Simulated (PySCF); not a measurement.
TaN(OH) + H₂O → TaO₂ + NH₃

Level: PBE0 in the def2-TZVP basis family, computed in PySCF with density fitting; scalar-relativistic core potentials for atoms from Rb on, none lighter, no spin–orbit coupling; open shells unrestricted.

| species | state and structure | ZPE (kJ/mol) | H(298 K) − H(0) (kJ/mol) | S° (J/(mol K)) |
| --- | --- | --- | --- | --- |
| TaN(OH) | doublet, Cs, O–H 0.960 Å, Ta–N 1.689 Å, Ta–O 1.894 Å; H–O–Ta 120.4°, N–Ta–O 104.1° | 43.5 | 12.1 | 291.8 |
| H₂O | singlet, C2v, O–H 0.960 Å (×2); H–O–H 105.1° | 56.5 | 9.9 | 188.7 |
| TaO₂ | doublet, C2v, Ta–O 1.719 Å (×2); O–Ta–O 105.5° | 13.9 | 11.1 | 279.8 |
| NH₃ | singlet, C3v, N–H 1.013 Å (×3); H–N–H 107.1° (×3) | 90.6 | 10.0 | 192.4 |

Task: Is the gas-phase reaction uphill or downhill in electronic energy at this level, and by how much?

Result: At PBE0/def2-TZVP, ΔE = -185.3 kJ/mol, downhill. 

Task: Add zero-point, thermal and entropy terms for 298.15 K and 1 bar.

Result: ΔZPE = 4.5 and Δ[H(298) − H(0)] = -0.9 kJ/mol give ΔH° = -181.7 kJ/mol. ΔS° = -8.3 J/(mol K), so ΔG° = -181.7 − 298.15 × (-0.0083) = -179 kJ/mol.

Spin–orbit coupling can matter for TaN(OH), TaO₂ and is left out. Open d or f shells are single determinants, so the state found may not be the ground state. The structures come from searches over a few start shapes, so lower isomers are not excluded.
